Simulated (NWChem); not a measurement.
# C2H3BF2O; SMILES O=CB(F)CF

```xyz
9

O     -1.3448     1.5332    -0.4284
C     -0.7658     1.0102     0.5132
B      0.5508     0.2040     0.1215
F      1.6993     0.8641    -0.0002
C      0.5065    -1.3235    -0.2570
F     -0.7257    -1.8827     0.0920
H     -1.1746     1.1069     1.5461
H      1.3075    -1.8838     0.2486
H      0.6655    -1.4615    -1.3380
```
Atoms are numbered in this order, from 1.

All runs: NWChem. Medium grid unless said otherwise, to which SCAN and Minnesota functionals are sensitive. The geometry was optimised at B3LYP/6-31G* (spherical d). Hybrids' shares of exact exchange are those that their runs print; pure functionals count as 0. The functionals differ in more than this share.

| row | share of exact exchange | orbital gap (eV) |
|---|---|---|
| PBE/def2-TZVP | 0.00 | 3.07 |
| BLYP/def2-TZVP | 0.00 | 3.15 |
| B3LYP/def2-TZVP | 0.20 | withheld |
| M06-2X/def2-TZVP | 0.54 | 8.55 |
| Hartree-Fock/def2-TZVP | 1.00 | 13.83 |

### Question
Fit a straight line of the last column on the one before it, predict the withheld value, and compare with the run.

### Answer

1. Means of the 4 shown rows: x = 0.385, y = 7.150. Slope Σ(x − x̄)(y − ȳ)/Σ(x − x̄)² = 7.436/0.6987 = 10.64; intercept 3.054.
2. The shown rows scatter about the line by 0.150 (root mean square); the largest residual is -0.25, at M06-2X/def2-TZVP.
3. At x = 0.20 (B3LYP/def2-TZVP; inside the shown range) the line gives 5.18.
4. The run gives 5.36, +0.18 from the line, 1.2 times the scatter.
